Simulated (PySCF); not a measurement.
## Rubidium: a sound run and one with changed settings

Sound run: Rb [Kr] 5s1, Rb⁺ [Kr]. All numbers are calculated (PySCF 2.14, scalar relativity by spin-free X2C-1e, in aug-cc-pVDZ-X2C (7s6p4d, 45 functions)). The sound run starts from symmetry-adapted Hartree-Fock orbitals and uses a fine grid where one is needed.

Changed run: initial guess 1e, at most 50 SCF cycles.

```tsv
species	method	sound run (hartree)	changed run (hartree)	converged
Rb	UHF	-2979.14285	-2979.06273	yes
Rb	PBE0	-2980.70360	-2980.70360	yes
Rb	B3LYP	-2981.04853	-2981.04853	yes
Rb⁺	UHF	-2979.00310	-2979.00310	yes
Rb⁺	PBE0	-2980.54949	-2980.54949	yes
Rb⁺	B3LYP	-2980.89010	-2980.89010	yes
```

Ionisation energy of Rb:

| method | sound run (eV) | changed run (eV) |
| --- | --- | --- |
| PBE0 | 4.193 | 4.193 |
| B3LYP | 4.311 | 4.311 |

The plain start fixes occupations by D2h representation alone, and Rb at UHF landed in another state (other ⟨L²⟩ or ⟨S²⟩). 

For comparison, NIST gives 4.177 eV between the lowest levels.
